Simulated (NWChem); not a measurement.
System: C3H2F2O2; SMILES FC1=C(F)OCO1

NWChem printed, in part:

```
             Northwest Computational Chemistry Package (NWChem) 7.3.0
             --------------------------------------------------------

                             Geometry "geometry" -> ""
                             -------------------------

 Output coordinates in angstroms (scale by  1.889725989 to convert to a.u.)

  No.       Tag          Charge          X              Y              Z
 ---- ---------------- ---------- -------------- -------------- --------------
    1 F                    9.0000    -0.08882900    -1.54601600    -1.31877500
    2 C                    6.0000    -0.00371700    -0.66601200    -0.36178700
    3 C                    6.0000    -0.00371900     0.66600800    -0.36179300
    4 F                    9.0000    -0.08883100     1.54602200    -1.31879000
    5 O                    8.0000     0.19431000     1.13608200     0.90345400
    6 C                    6.0000    -0.09731000    -0.00000600     1.69194500
    7 O                    8.0000     0.19430800    -1.13607400     0.90344800
    8 H                    1.0000     0.52683200    -0.00000500     2.59396700
    9 H                    1.0000    -1.17985200     0.00000200     1.94483100

 Effective nuclear repulsion energy (a.u.)     320.0260013174

                                 NWChem DFT Module
                                 -----------------

 Summary of "ao basis" -> "ao basis" (spherical)
 ------------------------------------------------------------------------------
       Tag                 Description            Shells   Functions and Types
 ---------------- ------------------------------  ------  ---------------------
 F                          def2-svp                 6       14   3s2p1d
 C                          def2-svp                 6       14   3s2p1d
 O                          def2-svp                 6       14   3s2p1d
 H                          def2-svp                 3        5   2s1p

 in cosmo_initialize ...
 calling solv_data for solv:h2o

 solvent parameters
 solvname_short: h2o
 solvname_long:  water
 dielec:       78.4000
 dielecinf:     1.7769
 aqueous SMD model solvent descriptors
 dielec:       78.4000
 sola:          0.8200

          ---------------
          -cosmo- solvent
          ---------------
 Cosmo: York-Karplus, doi: 10.1021/jp992097l
 dielectric constant -eps-     =  78.40
 screen = (eps-1)/(eps    )    =   0.98724
 surface charge correction     = lagrangian

   van der Waals surface
 --------------------------

 ---------- ATOMIC COORDINATES (A.U.) ------------ VDWR(ANG.) --
     1   -0.16786247   -2.92154661   -2.49212339     1.730
     2   -0.00702411   -1.25858019   -0.68367830     1.850
     3   -0.00702789    1.25857263   -0.68368963     1.850
     4   -0.16786625    2.92155795   -2.49215174     1.730
     5    0.36719266    2.14688368    1.70728050     1.520
     6   -0.18388924   -0.00001134    3.19731244     1.850
     7    0.36718888   -2.14686856    1.70726916     1.520
     8    0.99556812   -0.00000945    4.90188685     1.200
     9   -2.22959699    0.00000378    3.67519768     1.200
 number of segments per atom =        128
 number of   points per atom =        128
 atom (   nspa,  nppa )
 ----------------------
    1 (     87,     0 )       0
    2 (     38,     0 )       0
    3 (     38,     0 )       0
    4 (     87,     0 )       0
    5 (     49,     0 )       0
    6 (     52,     0 )       0
    7 (     49,     0 )       0
    8 (     58,     0 )       0
    9 (     52,     0 )       0
 number of -cosmo- surface points =      510
 molecular surface =    112.592 angstrom**2
 molecular volume  =     86.391 angstrom**3
 -lineq- algorithm             =   0
 -bem- low  level              =   3
 -bem- from -octahedral-
 gaussian surface charge width =   4.50000
 degree of switching           =   1.00000
 switching function tolerance  =   0.00010
 atomic radii =
 --------------
    1  9.000  1.730
    2  6.000  1.850
    3  6.000  1.850
    4  9.000  1.730
    5  8.000  1.520
    6  6.000  1.850
    7  8.000  1.520
    8  1.000  1.200
    9  1.000  1.200
 ...... end of -cosmo- initialization ......

 nat:                     9
 ixmem:                  4523
 calling mnsol_interface()
 G(SMD-CDS) energy (kcal/mol)  =     4.917
 SMD-CDS SASA (angstrom**2)    =   132.229

[...]

                                COSMO-SMD solvation results
                                ---------------------------

             internal energy in gas <Psi(g)|H|Psi(g)> =      -465.153794004858
         internal energy in solvent <Psi(s)|H|Psi(s)> =      -465.152712860871
                               delta internal energy  =         0.001081143986 (    0.68 kcal/mol)
   total free energy in solvent <Psi(s)|H+V/2|Psi(s)> =      -465.162452131482
 polarization energy contribution <Psi(s)|V/2|Psi(s)> =        -0.009739270611 (   -6.11 kcal/mol)
    total free energy in solvent including G(SMD-CDS) =      -465.154616696382
                       G(SMD-CDS) energy contribution =         0.007835435100 (    4.92 kcal/mol)
     1 M fixed-concentration free energy of solvation =        -0.000822691524 (   -0.52 kcal/mol)

                       DFT Final Molecular Orbital Analysis
                       ------------------------------------

 Vector   25  Occ=2.000000D+00  E=-4.504607D-01
              MO Center=  1.1D-01,  3.6D-06,  7.6D-01, r^2= 2.2D+00
   Bfn.  Coefficient  Atom+Function         Bfn.  Coefficient  Atom+Function
  ----- ------------  ---------------      ----- ------------  ---------------
    60      0.321476  5 O  px                88     -0.321487  7 O  px
    61     -0.311662  5 O  py                89     -0.311651  7 O  py
    63      0.233867  5 O  px                91     -0.233875  7 O  px
    64     -0.220848  5 O  py                92     -0.220839  7 O  py
    75      0.092845  6 C  py                 4     -0.090642  1 F  px

 Vector   26  Occ=2.000000D+00  E=-4.265583D-01
              MO Center= -9.1D-02,  4.7D-05,  9.0D-01, r^2= 3.1D+00
   Bfn.  Coefficient  Atom+Function         Bfn.  Coefficient  Atom+Function
  ----- ------------  ---------------      ----- ------------  ---------------
    74      0.308985  6 C  px               104     -0.275977  9 H  s
    99      0.238990  8 H  s                 60     -0.232393  5 O  px
    88     -0.232362  7 O  px                18     -0.189267  2 C  px
    32     -0.189273  3 C  px                 4     -0.174638  1 F  px
    46     -0.174644  4 F  px                63     -0.164649  5 O  px

 Vector   27  Occ=2.000000D+00  E=-2.755954D-01
              MO Center= -2.8D-03,  1.1D-05,  7.2D-02, r^2= 2.4D+00
   Bfn.  Coefficient  Atom+Function         Bfn.  Coefficient  Atom+Function
  ----- ------------  ---------------      ----- ------------  ---------------
    18      0.360682  2 C  px                32      0.360687  3 C  px
    60     -0.299515  5 O  px                88     -0.299512  7 O  px
    63     -0.264148  5 O  px                91     -0.264146  7 O  px
    21      0.222963  2 C  px                35      0.222967  3 C  px
     4      0.174562  1 F  px                46      0.174562  4 F  px

 Vector   28  Occ=0.000000D+00  E= 8.916422D-02
              MO Center= -2.7D-02, -7.8D-06, -2.2D-01, r^2= 2.2D+00
   Bfn.  Coefficient  Atom+Function         Bfn.  Coefficient  Atom+Function
  ----- ------------  ---------------      ----- ------------  ---------------
    21      0.589206  2 C  px                35     -0.589203  3 C  px
    18      0.502794  2 C  px                32     -0.502788  3 C  px
    78     -0.255692  6 C  py                17     -0.220233  2 C  s
    31      0.220230  3 C  s                  7     -0.182380  1 F  px
    49      0.182375  4 F  px                 4      0.179941  1 F  px

 Vector   29  Occ=0.000000D+00  E= 1.361424D-01
              MO Center= -1.7D-01,  7.7D-05, -2.2D-01, r^2= 3.7D+00
   Bfn.  Coefficient  Atom+Function         Bfn.  Coefficient  Atom+Function
  ----- ------------  ---------------      ----- ------------  ---------------
   105      0.695400  9 H  s                 17      0.663876  2 C  s
    31      0.664010  3 C  s                  3     -0.530125  1 F  s
    45     -0.530160  4 F  s                 79     -0.510771  6 C  pz
    77      0.401919  6 C  px                22     -0.362109  2 C  py
    36      0.362106  3 C  py                23     -0.358669  2 C  pz

 Vector   30  Occ=0.000000D+00  E= 1.469348D-01
              MO Center= -3.0D-01,  2.2D-06,  2.0D+00, r^2= 4.7D+00
   Bfn.  Coefficient  Atom+Function         Bfn.  Coefficient  Atom+Function
  ----- ------------  ---------------      ----- ------------  ---------------
    73      1.832936  6 C  s                100     -1.399058  8 H  s
   105     -1.345729  9 H  s                 79      0.621314  6 C  pz
    72      0.301328  6 C  s                 23     -0.265919  2 C  pz
    37     -0.265921  3 C  pz                77     -0.244896  6 C  px
    59      0.194355  5 O  s                 87      0.194377  7 O  s

     Multipole analysis of the density
     ---------------------------------

     L   x y z        total         alpha         beta         nuclear
     -   - - -        -----         -----         ----         -------
     0   0 0 0     -0.000000    -27.000000    -27.000000     54.000000

     1   1 0 0     -0.272835     -0.352326     -0.352326      0.431818
     1   0 1 0     -0.000071     -0.000088     -0.000088      0.000104
     1   0 0 1      0.834581     -0.590046     -0.590046      2.014673

     2   2 0 0    -27.041531    -17.935875    -17.935875      8.830219
     2   1 1 0     -0.000011      0.000015      0.000015     -0.000041
     2   1 0 1     -0.729749     -5.753052     -5.753052     10.776356
     2   0 2 0    -32.294104   -139.342966   -139.342966    246.391828
     2   0 1 1     -0.000009      0.000447      0.000447     -0.000903
     2   0 0 2    -24.344792   -143.628191   -143.628191    262.911590
```

Level: M05-2X/def2-SVP, SMD on the gas-phase geometry. Coordinates come from a PBE0/def2-SVP optimisation. Solvent: water.

**Question.** Reconstruct the input file.

**Answer.** Several could match; the one computed here: the input that was run:
```
start job
memory heap 200 mb stack 900 mb global 1100 mb
geometry units angstroms noautosym nocenter noautoz
  F     -0.088829    -1.546016    -1.318775
  C     -0.003717    -0.666012    -0.361787
  C     -0.003719     0.666008    -0.361793
  F     -0.088831     1.546022    -1.318790
  O      0.194310     1.136082     0.903454
  C     -0.097310    -0.000006     1.691945
  O      0.194308    -1.136074     0.903448
  H      0.526832    -0.000005     2.593967
  H     -1.179852     0.000002     1.944831
end
basis spherical
  F library def2-svp
  C library def2-svp
  O library def2-svp
  H library def2-svp
end
dft
  xc m05-2x
  iterations 150
end
cosmo
  do_cosmo_smd true
  solvent water
end
task dft energy
```
